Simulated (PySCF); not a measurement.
Gas-phase reaction: Cs2F2 + 4 Cl ⇌ Cs2Cl2 + 2 ClF

Computed with PySCF and rigid-rotor harmonic-oscillator thermochemistry at 1 bar. Table values come from the NASA 1993 polynomials. S°(298 K) at PBE0/def2-TZVP differs from the NASA 1993 table for Cs2F2 (+5 J/mol/K), Cs2Cl2 (+8 J/mol/K); whether the harmonic model or the table's entry is off was not settled. † marks an energy on the PBE0/def2-TZVP geometry and frequencies. MP2 freezes the core. Open shells (unrestricted): Cl (multiplicity 2, electronic degeneracy 6); the rest are closed-shell singlets. Spin-orbit splitting is ignored; it lowers the true energy and changes the entropy of Cl. Cs: scalar-relativistic def2 core potential, no spin-orbit coupling. MP2 isn't extrapolated to the basis-set limit; its ΔH°(298 K) is -276.0 kJ in def2-SVP and -356.8 kJ in def2-TZVPP. The harmonic model lacks anharmonicity and excited electronic states, which grow with temperature; levels with a mode under 35 cm⁻¹ are left out. Soft modes under 120 cm⁻¹ make the harmonic entropy rough for Cs2F2, Cs2Cl2. The table's entry may be an old estimate for Cs2F2, Cs2Cl2, ClF (not checked at source).

ΔH° and ΔS° at 298 K: table -356 kJ, -194 J/K; BLYP/def2-TZVP† -344 kJ, -204 J/K; HF/def2-TZVP† -81 kJ, -204 J/K; MP2/def2-SVP† -276 kJ, -204 J/K; MP2/def2-TZVPP† -357 kJ, -204 J/K; PBE0/def2-SVP† -365 kJ, -204 J/K.

Problem. With the heat capacities included, give log10 K at 500, 800, 1000, 1200, 1800 K for each.

Solution. 
```csv
T (K),table,BLYP/def2-TZVP†,HF/def2-TZVP†,MP2/def2-SVP†,MP2/def2-TZVPP†,PBE0/def2-SVP†
500,26.9,25.1,-2.3,18.1,26.5,27.4
800,12.7,11.5,-5.6,7.1,12.4,12.9
1000,7.9,6.9,-6.8,3.4,7.6,8.0
1200,4.7,3.8,-7.6,0.9,4.4,4.8
1800,-0.7,-1.3,-8.9,-3.3,-1.0,-0.7
```
Ten kJ in ΔG° is worth 1.04 decades in K at 500 K and 0.29 at 1800 K. Holding ΔH° and ΔS° at their 298 K values would give 0.2 (table), -0.7 (BLYP/def2-TZVP†), -8.3 (HF/def2-TZVP†) at 1800 K.
